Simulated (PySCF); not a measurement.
Z-matrix (Å, degrees):
```
Zr
Cl 1 2.3340
Cl 1 2.3340 2 109.47
Cl 1 2.3340 2 109.47 3 -120.00
Cl 1 2.3340 2 109.47 3 120.00
```
Charge 0, spin multiplicity 1.

Problem. Give the total energy, dipole moment, LUMO, charge on the central atom (Mulliken), HOMO and HOMO–LUMO gap at the level TPSSh-D3(BJ)/def2-TZVP // PBE-D3(BJ)/def2-SVP in PySCF 2.14.0.

Solution. 
The total energy is -1888.3017 Ha and the dipole moment is 0.00 D. The LUMO is -3.21 eV and the charge on the central atom (Mulliken) is 1.38 e. The HOMO is -9.01 eV and the HOMO–LUMO gap is 5.80 eV.
